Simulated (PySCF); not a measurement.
C₄H₉O, SMILES OC[CH]CC, doublet (PBE0/def2-SVP optimised geometry):

```
14

C     -1.616     1.197    -1.346
C     -1.337     0.516    -0.001
C     -0.577    -0.759    -0.114
C      0.900    -0.800     0.000
O      1.340    -2.131     0.000
H     -2.185     2.131    -1.209
H     -0.681     1.447    -1.872
H     -2.202     0.541    -2.008
H     -2.302     0.326     0.502
H     -0.788     1.219     0.652
H     -1.061    -1.650    -0.528
H      1.211    -0.256     0.922
H      1.358    -0.224    -0.842
H      2.302    -2.131     0.000
```

Computed with unrestricted PBE0/def2-TZVP in PySCF.

Task: What are the frontier orbital energies (α orbitals alone; a β orbital can be the lowest empty one) and the dipole moment?

Result: HOMO-2 -9.22 eV, HOMO-1 -8.02 eV, HOMO -5.44 eV, LUMO 1.09 eV, LUMO+1 1.35 eV; dipole moment 1.66 D.

Meta-Löwdin charges at PBE0/def2-TZVP: C1 -0.33, C2 -0.20, C3 -0.13, C4 0.01, O5 -0.53, H6 0.11, H7 0.11, H8 0.11, H9 0.12, H10 0.10, H11 0.12, H12 0.09, H13 0.09, H14 0.34.
